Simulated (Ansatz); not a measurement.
Method: frozen-core CCSD(T)/cc-pVTZ // CAM-B3LYP-D3(BJ)/def2-TZVP run with Ansatz (a program for electronic structure). The restricted HF reference is unstable towards unrestricted orbitals.

Ansatz 0.2 input:
```yaml
crystal:
  periodic: [false, false, false]
  atoms:
    - { symbol: C, position_ang: [-2.474785, -0.577064, -0.517322] }
    - { symbol: C, position_ang: [-1.182768, -0.486404, -0.226228] }
    - { symbol: C, position_ang: [-0.473615, 0.779791, -0.188529] }
    - { symbol: C, position_ang: [0.817915, 0.934653, 0.096439] }
    - { symbol: Si, position_ang: [2.128084, -0.325395, 0.528357] }
    - { symbol: Cl, position_ang: [1.474642, 2.561366, 0.086397] }
    - { symbol: H, position_ang: [-3.064816, 0.30273, -0.743571] }
    - { symbol: H, position_ang: [-2.983152, -1.530601, -0.541666] }
    - { symbol: H, position_ang: [-0.621051, -1.385718, -0.006944] }
    - { symbol: H, position_ang: [-1.064392, 1.662565, -0.414996] }
    - { symbol: H, position_ang: [2.669226, -0.003617, 1.862899] }
    - { symbol: H, position_ang: [1.564779, -1.69007, 0.536862] }
    - { symbol: H, position_ang: [3.209934, -0.242236, -0.471697] }
basis:
  gaussian: { orbitals: cc-pVTZ }
correlation:
  method: ccsd_t
```

Output:

```
Functional definition: HF
1637 factors; integrals over basis functions are off by at most 1.3e-3 eV
mean field evaluation 1: about -24595.5722 eV, gradient 3.3e1 eV
mean field evaluation 2: about -24595.9931 eV, gradient 3.3e1 eV
mean field evaluation 4: about -24599.5950 eV, gradient 5.1e0 eV
mean field evaluation 8: about -24599.6969 eV, gradient 3.8e-1 eV
mean field evaluation 16: about -24599.6982 eV, gradient 1.8e-6 eV
mean field -24599.69821525 eV, -904.0222351359 hartree, gradient 1.8e-6 eV, S^2 0.000000; 0 other end points of the search recorded, 0 dependent functions left out; unrestricted orbitals would lower it
14 core orbitals not correlated
reference -24599.69821525 eV, -904.0222351359 hartree; 17, 17 occupied and 255, 255 virtual orbitals, 1637 factors
second order -26.01087844 eV of doubles, -0.00000000 eV of singles
cycle   1  -26.74934194 eV  change   -7.4e-1 eV  update   1.2e-1
cycle   2  -27.48003491 eV  change   -7.3e-1 eV  update   3.8e-2
cycle   3  -27.64196152 eV  change   -1.6e-1 eV  update   1.9e-2
cycle   4  -27.63471566 eV  change    7.2e-3 eV  update   5.4e-3
cycle   5  -27.63414916 eV  change    5.7e-4 eV  update   2.6e-3
cycle   6  -27.63491598 eV  change   -7.7e-4 eV  update   7.3e-4
cycle   7  -27.63481049 eV  change    1.1e-4 eV  update   3.8e-4
cycle   8  -27.63473783 eV  change    7.3e-5 eV  update   1.5e-4
cycle   9  -27.63476682 eV  change   -2.9e-5 eV  update   6.3e-5
cycle  10  -27.63474519 eV  change    2.2e-5 eV  update   2.0e-5
perturbative correction -1.30934268 eV, -0.0481174560 hartree
Total energy: -24628.64230311 eV, -905.0859107460 hartree
```

Cost: around 30 core-minutes (rough).
